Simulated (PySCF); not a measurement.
## Two-photon absorption: `CC=C=C=C=C(C)N(C)C`, C₉H₁₃N

Cartesian coordinates in Å; atom numbers follow the order of the lines, from 1:
```xyz
23

C     4.447   -0.072    0.953
C     3.406   -1.148    0.887
C     2.169   -0.990    0.455
C     0.964   -0.828    0.032
C    -0.235   -0.666   -0.382
C    -1.475   -0.548   -0.873
C    -1.703   -0.725   -2.350
N    -2.574   -0.312   -0.067
C    -3.741    0.344   -0.599
C    -2.331   -0.112    1.338
H     5.331   -0.345    0.352
H     4.058    0.887    0.585
H     4.801    0.068    1.988
H     3.717   -2.147    1.231
H    -2.477   -1.487   -2.538
H    -2.027    0.214   -2.828
H    -0.772   -1.047   -2.831
H    -4.002   -0.052   -1.589
H    -3.618    1.443   -0.690
H    -4.596    0.157    0.066
H    -1.896    0.882    1.560
H    -1.626   -0.872    1.703
H    -3.276   -0.212    1.892
```

Computed with TDDFT CAM-B3LYP/def2-SVPD excited states, vertical, gas phase (PySCF). Geometry: PBE0-D3(BJ)/def2-SVP.

**Question.** Give the one- and two-photon strengths of the lowest singlets.

**Answer.** δ for parallel linear polarisation; σ at the peak of a Lorentzian of half width 0.1 eV, single beam; Ω is circular over linear.
| state | E (eV) | f | photon λ (nm) | δ (au) | σ (GM) | Ω | main |
| --- | --- | --- | --- | --- | --- | --- | --- |
| S1 | 3.02 | 0.001 | 820 | 5.39 | 0.02 | 0.62 | HOMO→LUMO 0.95 |
| S2 | 4.38 | 0.004 | 567 | 0.45 | 0.00 | 1.19 | HOMO−1→LUMO+1 0.91 |
| S3 | 4.49 | 0.322 | 553 | 136 | 1.00 | 0.79 | HOMO→LUMO+1 0.83, HOMO−1→LUMO 0.14 |
| S4 | 5.02 | 0.018 | 494 | 136 | 1.25 | 0.51 | HOMO→LUMO+2 0.78, HOMO−1→LUMO 0.08 |
| S5 | 5.49 | 1.729 | 451 | 63.9 | 0.71 | 1.09 | HOMO−1→LUMO 0.65, HOMO→LUMO+1 0.10 |
| S6 | 5.73 | 0.057 | 433 | 1030 | 12.42 | 0.48 | HOMO→LUMO+3 0.71, HOMO→LUMO+2 0.10 |

Among these, the strongest one-photon state is S5, the strongest two-photon state S6, with a dipole change of 2.5 D (relaxed, norm of the difference vector).
